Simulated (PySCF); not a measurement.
Mayer bond orders and bond lengths

Species: C6H7NO.
Numbering: `[OH:1][NH:2][c:3]1[cH:4][cH:5][cH:6][cH:7][cH:8]1` (hydrogens: H9 on O1; H10 on N2; H11 on C4; H12 on C5; H13 on C6; H14 on C7; H15 on C8)

Structure used (PBE0-D3(BJ)/def2-SVP), in Å, numbered top down from 1:
```xyz
15
C6H7NO angstrom
O     -2.7371   -0.9713   -0.2371
N     -2.0568    0.2389   -0.2325
C     -0.6688    0.1309   -0.1121
C      0.1320    1.2079   -0.5228
C      1.5096    1.1630   -0.3424
C      2.1137    0.0489    0.2418
C      1.3165   -1.0228    0.6396
C     -0.0653   -0.9910    0.4683
H     -3.2721   -0.9431    0.5651
H     -2.3390    0.7671   -1.0550
H     -0.3339    2.0857   -0.9796
H      2.1192    2.0099   -0.6673
H      3.1963    0.0161    0.3803
H      1.7757   -1.9067    1.0899
H     -0.6900   -1.8336    0.7639
```

Bond orders from the PBE0/pcSseg-1 density (PySCF). The structure is a single PBE0-D3(BJ)/def2-SVP conformer in the gas phase; no vibrational or solvent corrections.

Problem. Where do the orders between heavy atoms depart from those drawn in the SMILES?

Solution. The largest departure is 0.160, at C3–C4 (drawn aromatic, 1.340), counting aromatic bonds as 1.5. The bonds drawn aromatic range from 1.34 to 1.48.

Problem. Set the Mayer orders of the bonds between heavy atoms beside their lengths.

Solution. 
```json
{"bond": "O1–N2", "drawn as": "single", "length (Å)": "1.388", "Mayer order": "0.968"}
{"bond": "N2–C3", "drawn as": "single", "length (Å)": "1.397", "Mayer order": "0.988"}
{"bond": "C3–C4", "drawn as": "aromatic", "length (Å)": "1.404", "Mayer order": "1.340"}
{"bond": "C4–C5", "drawn as": "aromatic", "length (Å)": "1.390", "Mayer order": "1.475"}
{"bond": "C5–C6", "drawn as": "aromatic", "length (Å)": "1.395", "Mayer order": "1.417"}
{"bond": "C6–C7", "drawn as": "aromatic", "length (Å)": "1.394", "Mayer order": "1.434"}
{"bond": "C7–C8", "drawn as": "aromatic", "length (Å)": "1.393", "Mayer order": "1.441"}
{"bond": "C8–C3", "drawn as": "aromatic", "length (Å)": "1.400", "Mayer order": "1.370"}
```

By pair of heavy elements: C–C: lowest C3–C4 (1.340, 1.404 Å), highest C4–C5 (1.475, 1.390 Å).

Problem. And the bonds to hydrogen?

Solution. H–O: 0.94 (1 bond); H–N: 0.93 (1 bond); C–H: 0.94 to 0.97 (5 bonds).

Problem. Sum the orders of all bonds at each heavy atom with more than one neighbour and set the sums beside the valence in the SMILES.

Solution. O1 1.910 (drawn 2), N2 2.888 (drawn 3), C3 3.698 (drawn 4), C4 3.776 (drawn 4), C5 3.852 (drawn 4), C6 3.818 (drawn 4), C7 3.836 (drawn 4), C8 3.755 (drawn 4). Orders between atoms that aren't bonded are not in these sums.

Mayer orders depend on the basis set.

These values come from a run that also computed NMR shieldings. Cost: about 24 s of CPU time on one thread; the machine was shared, so the figure is rough.
